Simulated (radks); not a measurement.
Task: These are the eigenvalues of the occupied orbitals of an atom or ion with whole-number occupations (hartree). Calculated with a radial shooting solver on a logarithmic mesh with Libxc functionals: Dirac Kohn-Sham, LDA (Slater exchange, Perdew-Zunger correlation), spin-unpolarised, spherical densities, point nucleus.

| orbital | eigenvalue |
|---|---|
| 1s1/2 | -217.0167 |
| 2s1/2 | -25.94069 |
| 2p1/2 | -22.28455 |
| 2p3/2 | -21.96776 |
| 3s1/2 | -4.12705 |
| 3p1/2 | -3.10202 |
| 3p3/2 | -3.06231 |
| 3d3/2 | -1.45003 |
| 3d5/2 | -1.44593 |

Which element is it, and in what charge state? The configuration may be excited. Open shells, if any, are shared by 2j + 1.

Result: Z = 24, chromium, charge +3: Cr3+ in [Ar] 3d3. The list shows which subshells hold electrons but not how many an open one holds; the 1s level, -217.02 hartree, gives Z - s = 20.8 by -(Z - s)^2/2, which with screening and relativity narrows Z to a few neighbours, and the depths of the outer levels then fix element, charge and occupations together.
